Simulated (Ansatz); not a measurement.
Two isomers of CH5NO2Si: A = `O=CN[SiH2]O`, B = `NC1O[SiH2]O1`.

Computed with Ansatz on PBE0-D4/def2-TZVP structures; ΔE is electronic, products minus reactants. CBS: MP2 limit from def2 TZ/QZ plus the TZ coupled-cluster correction, frozen cores. DFT in def2-TZVPP. B3LYP here is the variant with VWN-RPA as its local correlation; programs differ in this. One conformer a species, not always the lowest.

A:

```xyz
10

O    -0.717   -1.178    1.267
C    -0.707    0.032    1.367
N    -0.088    0.827    0.465
Si    0.741    0.043   -0.879
O    -0.265   -0.930   -1.720
H    -1.205    0.557    2.201
H    -0.166    1.824    0.589
H     1.161    1.142   -1.775
H     1.904   -0.690   -0.329
H    -0.657   -1.627   -1.186
```

B:

```xyz
10

N     0.313    0.276    1.695
C     0.089    0.621    0.360
O     1.100    0.094   -0.496
Si   -0.092   -0.609   -1.424
O    -1.093    0.024   -0.265
H    -0.336    0.735    2.318
H     0.290   -0.726    1.838
H     0.014    1.709    0.269
H    -0.041   -2.089   -1.513
H    -0.244   -0.034   -2.782
```

**Question.** Which isomer does CCSD(T)/CBS put lower? Give the gap. (Estimate.)

**Answer.** The calculation gave: A, by 90.6 kJ/mol.

**Question.** Give E(B) − E(A) in kJ/mol with ωB97M-V, PBE0-D4, r2SCAN-D4, CCSD/def2-TZVPP, B3LYP, MP2/def2-TZVPP, CCSD(T)/def2-TZVPP. (An estimate is asked.)

**Answer.** The calculation gave: ωB97M-V 89.8, PBE0-D4 87.7, r2SCAN-D4 95.5, CCSD/def2-TZVPP 89.0, B3LYP 104.8, MP2/def2-TZVPP 91.5, CCSD(T)/def2-TZVPP 90.3. None reverses the order clearly.

Largest T1 diagnostic: 0.015.

From PBE to PBE0 (25 % exact exchange), in def2-TZVPP and without D4, E(B) − E(A) moves by −8.6 kJ/mol. In def2-TZVPP, CCSD(T) changes the Hartree–Fock value by −11.8 kJ/mol (the triples alone add +1.4 kJ/mol) and MP2 by −10.6 kJ/mol.
